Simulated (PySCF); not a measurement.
## One reagent, a row of partners

Four-centre ligand exchange: BH₃S ([BH2][SH]) meets different reagents, and the same bond of it breaks. Each row is one chosen step, not always the lowest open to these reactants.

Gas-phase electronic energies, without zero-point energy, by CCSD(T) at an estimated basis limit (MP2 extrapolated from triple and quadruple zeta, plus CCSD(T) − MP2 in triple zeta); PySCF 2.14 with density fitting (its default auxiliary sets; JK sets also for MP2 and CCSD(T)), def2-TZVPP and QZVPP, frozen cores, on PBE0-D4/def2-TZVP structures. Extrapolation: Hartree–Fock as exp(−7.88 √X), correlation as X^−2.97. All energies, in kJ/mol, count from the separated reactants, without counterpoise correction; the start and end structures are the complexes reached by relaxing down from the saddle, and deeper ones may exist. Brackets give SMILES, or, where every atom is bracketed, only which atoms are joined. Steps whose reference was doubtful or whose search ended elsewhere are left out.

| reactants | products | broken | formed | start structure | saddle | end structure | saddle by PBE-D4/TZ |
| --- | --- | --- | --- | --- | --- | --- | --- |
| BH₃S ([BH2][SH]) + H₂O | BH₃O ([BH2][OH]) + H₂S | B–S, H–O | B–O, H–S | -22.9 | ? | -47.0 | 10.2 |
| BH₃S ([BH2][SH]) + HBr | BH₂Br ([BH2][Br]) + H₂S, still joined by a dative B–S bond | Br–H, B–S | B–Br, H–S | -8.2 | 51.2 | -33.9 | 16.8 |
| BH₃S ([BH2][SH]) + H₂ | BH₃ + H₂S, still joined by a dative B–S bond | B–S, H–H | B–H, H–S | -1.8 | 100.8 | 24.2 | 64.9 |

(1) What is the height of the saddle for BH₃S ([BH2][SH]) + H₂O? (Judge from chemistry; the value comes from the calculation.)

(2) How do the PBE-D4 saddles lie against the coupled-cluster estimate?

T1 diagnostic: at most 0.015. The filled d shells of Br are correlated in sets not built for that, so values that involve them are less sure.

For scale, one of the runs: CCSD(T)/def2-TZVPP, 177 basis functions, launched by `OMP_NUM_THREADS=4 python run.py`. The run took 6.3 min on 4 CPU threads of an Arm Neoverse V1 (shared host), with 1.9 GiB of host memory at its peak.

Answers

(1) Computed: 47.0 kJ/mol relative to the separated reactants, the lowest of the series; above its start structure the barrier is 47.0 − (-22.9) ≈ 69.9 kJ/mol.

(2) All lower, by 34.4 to 36.8 kJ/mol.
